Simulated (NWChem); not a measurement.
System: Si2NH6OF; SMILES N[Si@@](O)(F)[SiH3]

```xyz
11

N     -1.5185    -0.9720    -0.6179
Si    -0.0074    -0.4325    -0.0152
O      0.1838    -1.2207     1.4496
F      1.3060    -0.8463    -0.9320
Si     0.0095     1.9088     0.0875
H     -1.8087    -1.9467    -0.5084
H     -1.9630    -0.5222    -1.4193
H      1.1119    -1.3276     1.7214
H     -0.3571     2.4891    -1.2546
H     -0.9830     2.4058     1.1034
H      1.3755     2.4197     0.4609
```
Atoms are numbered in this order, from 1.

Results from NWChem. Geometry: optimised at PBE-D3(BJ)/def2-SVP.

Estimate the computed values for TPSS/aug-cc-pVDZ. Quantities: highest occupied level (eV); orbital gap (eV); dipole (D).


| Quantity | Value |
|---|---|
| highest occupied level (eV) | -6.66 |
| orbital gap (eV) | 5.78 |
| dipole (D) | 0.73 |
